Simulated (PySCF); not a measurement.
## How methods differ on the ionisation energy of Xe³⁹⁺

Xe³⁹⁺ [Ne] 3s2 3p3 (4S) → Xe⁴⁰⁺ [Ne] 3s2 3p2 (3P), as a difference of total energies. Calculation: PySCF 2.14, in an even-tempered Gaussian basis (16 s from 7.3 bohr⁻², ratio 2.5; 10 p from 9.5 bohr⁻², ratio 2.5; 4 d from 38 bohr⁻², ratio 2.7; 4 f from 58 bohr⁻², ratio 2.7); no relativity, point nucleus. Correlated levels: outer shells: 1s2 frozen; virtual orbitals above 40 to 60 times the deepest correlated orbital energy dropped. The calculations carry no spin-orbit coupling.

```
                method  ionisation energy (eV)
                   UHF                  2801.3
                   LDA                  2801.9
                   PBE                  2802.3
                  PBE0                  2802.4
                r2SCAN                  2803.2
                  PW91                  2802.8
                  BP86                  2802.6
    MP2 (outer shells)                  2801.6
SCS-MP2 (outer shells)                  2801.3
```

Spin-orbit coupling is strong in these open shells (close to jj coupling). The scalar numbers leave it out and a first-order estimate fails, so it can dominate the gap to the real levels.

All relativistic terms are absent from these numbers, so their closeness to the reference says little about the methods.

For comparison: 2811 ± 4 eV (theoretical estimate listed by NIST; NIST Atomic Spectra Database, ionization energies).
